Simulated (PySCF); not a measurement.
Results of a calculation; reference values are marked as such.
## SiH3O3

SiH3O3 is a small molecule (built as: Si site whose three back bonds go to OH, OH, OH), neutral, doublet. The structure, one conformer, was relaxed in the gas phase by PBE0-D3(BJ)/def2-SVP. No frequency run checks that it is a minimum.

SMILES: O[Si](O)O

```xyz
7

Si   -0.377   -0.095   -0.078
O     0.008   -0.376    1.512
O    -0.094    1.511   -0.389
O     0.645   -0.996   -1.026
H    -0.462    0.163    2.157
H    -0.272    1.800   -1.290
H     0.547   -1.951   -0.960
```
(Å; atoms numbered from 1)

EPR values by unrestricted B3LYP, IGLO-III on O Si, pcH-1 on H.

Problem. Predict g and the largest hyperfine couplings. Where does the spin sit?

Solution. g = 2.0007, 2.0007, 2.0018. The spin sits on Si1 (85 %, bonded to 3 O) by Mulliken populations.
```json
{"atom": "Si1", "isotope": "29Si", "isotropic (MHz)": "-955.4", "dipolar, principal values (MHz)": "-106.9, 53.4, 53.5"}
{"atom": "O2", "isotope": "17O", "isotropic (MHz)": "-45.8", "dipolar, principal values (MHz)": "-31.7, 15.3, 16.4"}
{"atom": "O4", "isotope": "17O", "isotropic (MHz)": "-42.6", "dipolar, principal values (MHz)": "-32.7, 15.8, 16.9"}
{"atom": "O3", "isotope": "17O", "isotropic (MHz)": "-42.7", "dipolar, principal values (MHz)": "-31.8, 15.3, 16.5"}
{"atom": "H7", "isotope": "1H", "isotropic (MHz)": "-7.6", "dipolar, principal values (MHz)": "-10.4, -3.8, 14.1"}
{"atom": "H6", "isotope": "1H", "isotropic (MHz)": "-7.4", "dipolar, principal values (MHz)": "-10.0, -3.7, 13.7"}
```

Problem. How do the isotropic couplings move with BHandHLYP?

Solution. Si1 -955.4 to -989.0 MHz, O2 -45.8 to -48.1 MHz, O4 -42.6 to -44.9 MHz, O3 -42.7 to -45.0 MHz.
